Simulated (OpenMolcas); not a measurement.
**What dynamic correlation does to the levels of Co V**

| Quantity | Value |
| --- | --- |
| Program | OpenMolcas 26.06 |
| Basis | ANO-RCC-VTZP [6s5p3d2f1g] |
| Scalar Hamiltonian | DKH2, point nucleus |
| Active space | 5 electrons in 5 orbitals (3d) |
| State averaging | 2S+1 = 6 even, 1 root; 2S+1 = 4 even, 24 roots; 2S+1 = 2 even, 75 roots |
| Spin-orbit coupling | RASSI with atomic mean-field integrals over the reference wave functions, term energies averaged over their components |

Methods on the same reference wave functions:
A. CASSCF
B. SS-CASPT2, IPEA 0.25 Eh, imaginary shift 0.1 Eh (closed shells correlated: 3s 3p)
C. MS-CASPT2, IPEA 0.25 Eh, imaginary shift 0.1 Eh (closed shells correlated: 3s 3p)
D. XMS-CASPT2, IPEA 0.25 Eh, imaginary shift 0.1 Eh (closed shells correlated: 3s 3p)

Energies in eV above 3d⁵ ⁶S_5/2, the measured ground level; measured values from Sugar and Corliss, J. Phys. Chem. Ref. Data 10, 1097 (1981).

| Level | A | B | C | D | Measured |
| --- | --- | --- | --- | --- | --- |
| 3d⁵ ⁶S_5/2 | 0.0000 | 0.0000 | 0.0000 | 0.0000 | 0.0000 |
| 3d⁵ ⁴G_5/2 | 5.2640 | 4.833 | 4.833 | 4.826 |  |
| 3d⁵ ⁴G_7/2 | 5.2698 | 4.839 | 4.839 | 4.833 |  |
| 3d⁵ ⁴G_11/2 | 5.2713 | 4.842 | 4.842 | 4.835 | 4.6144 |
| 3d⁵ ⁴G_9/2 | 5.2732 | 4.843 | 4.843 | 4.837 |  |
| 3d⁵ ⁴P_5/2 | 6.0464 | 5.339 | 5.339 | 5.299 | 5.0528 |
| 3d⁵ ⁴P_3/2 | 6.0626 | 5.357 | 5.357 | 5.316 | 5.0698 |
| 3d⁵ ⁴P_1/2 | 6.0819 | 5.377 | 5.377 | 5.335 | 5.0863 |
| 3d⁵ ⁴D_7/2 | 6.5416 | 5.796 | 5.796 | 5.790 | 5.5432 |
| 3d⁵ ⁴D_1/2 | 6.5602 | 5.816 | 5.816 | 5.809 | 5.5678 |
| 3d⁵ ⁴D_3/2 | 6.5751 | 5.833 | 5.833 | 5.824 |  |
| 3d⁵ ⁴D_5/2 | 6.5785 | 5.836 | 5.836 | 5.827 |  |
| 3d⁵ ²I_11/2 | 7.4986 | 7.068 | 7.068 | 7.064 |  |
| 3d⁵ ²I_13/2 | 7.5126 | 7.085 | 7.085 | 7.081 |  |
| 3d⁵ ²D_5/2(1) [65 %] | 8.3890 | 7.475 | 7.475 | 7.443 | 7.0773 |
| 3d⁵ ²D_3/2(1) | 8.5031 | 7.571 | 7.571 | 7.540 | 7.1692 |
| 3d⁵ ²F_7/2(1) | 8.6839 | 7.816 | 7.816 | 7.759 | 7.3715 |
| 3d⁵ ⁴F_9/2 | 8.8065 | 7.922 | 7.922 | 7.900 | 7.5420 |
| 3d⁵ ⁴F_7/2 | 8.8201 | 7.935 | 7.935 | 7.915 | 7.5598 |
| 3d⁵ ⁴F_3/2 | 8.8599 | 7.971 | 7.971 | 7.947 |  |
| 3d⁵ ²H_9/2 [71 %] | 9.1937 | 8.461 | 8.461 | 8.437 | 8.0270 |
| 3d⁵ ²H_11/2 | 9.2468 | 8.550 | 8.550 | 8.518 | 8.0942 |
| 3d⁵ ²G_7/2(1) | 9.5099 | 8.620 | 8.620 | 8.618 | 8.2113 |
| 3d⁵ ²G_9/2(1) [69 %] | 9.5552 | 8.698 | 8.698 | 8.689 | 8.2772 |

Deviations, from unrounded energies. A percentage is the sum of absolute deviations over the sum of measured energies, with the sign that they share, or ± where signs differ.

```csv
Against measurement,Levels,A,B,C,D
mean absolute deviation (cm-1),15,9100,2900,2900,2700
other terms of the ground configuration (%),15,+17.0,+5.3,+5.3,+4.9
```

D lies closest to measurement on these levels and A furthest from it. The largest miss of D in the table is 3d⁵ ²H_11/2, by +3400 cm-1. The ranking rests on the paired levels alone, and a cruder setting can come out closer through cancelling errors.

Among B to D the level of the table that moves most is 3d⁵ ²F_7/2(1), by 450 cm-1 (lowest in D, highest in B). Moves below CASPT2's spread within the term are not significant.

The mean deviations of B to D differ by less than CASPT2's widest spread within a term (960 cm-1), so their order carries little weight.

From A to B the spin-free energies of the other terms of 3d⁵ shown, above ⁶S, scale by factors of 0.88 to 0.94, as is usual when dynamic correlation screens the repulsion within a d or f shell.

The lowest spin-free term lies below A's lowest term by 0.334 hartree in B, 0.334 hartree in C, 0.334 hartree in D.

Term energies are means over components that CASPT2 splits; among the terms shown or strongly mixed into the levels shown the widest spread is 960 cm-1 (3d⁵ ²I, D). Without dynamic correlation excited terms often stand tens of per cent too high (terms of higher spin than the ground term too low), and those without a measured partner can miss by more than the paired ones (holds for A). Some levels mix across a computed gap that differs much from the measured one, so their mixing is not that of the real levels (holds for A). Blocks of more than 70 roots (2S+1 = 2 even) ran without multistate coupling (holds for C). Measured partners are found by configuration, term and J. A level has none where our copy of the source lacks it or the pairing is in doubt (some pairs that miss far off the trend of their configuration count as doubtful), and it then counts in no deviation. Only configurations of the active space appear. Levels that lie high or do not pair safely by name in every column are left out.

A share in square brackets marks a mixed level and gives the weight of the term that names it, the lowest over the columns. A number in round brackets counts repeated terms of one configuration in the order of the reference energies.
